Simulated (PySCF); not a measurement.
Level of theory: PBE0 in PySCF with I def2-TZVP with ECP28, H def2-TZVP; scalar-relativistic core potentials, no spin–orbit coupling; density-fitted integrals. Open shells, if any, are unrestricted.

**Question.** What shape and geometry does isolated singlet IH₇ take (every ligand bound to I)?

**Answer.** Counting electrons, iodine keeps none of its valence electrons outside its bonds, so the VSEPR class is AX7 and the expected shape is pentagonal bipyramidal (D5h), as computed. The lowest minimum found is a singlet of D5h symmetry with I–H 1.698 Å (×2), I–H 1.769 Å (×5); H–I–H 72.0° (×5), H–I–H 90.0° (×10), H–I–H 144.0° (×5), H–I–H 180.0°. Its harmonic wavenumbers are 456 (e2''), 930 (e1'), 962 (e1''), 1004 (a2''), 1117 (e1'), 1343 (e2'), 1459 (e2'), 1613 (e1'), 1755 (a1'), 1875 (a2''), 1950 (a1') cm⁻¹ and its dipole moment is 0.00 D.
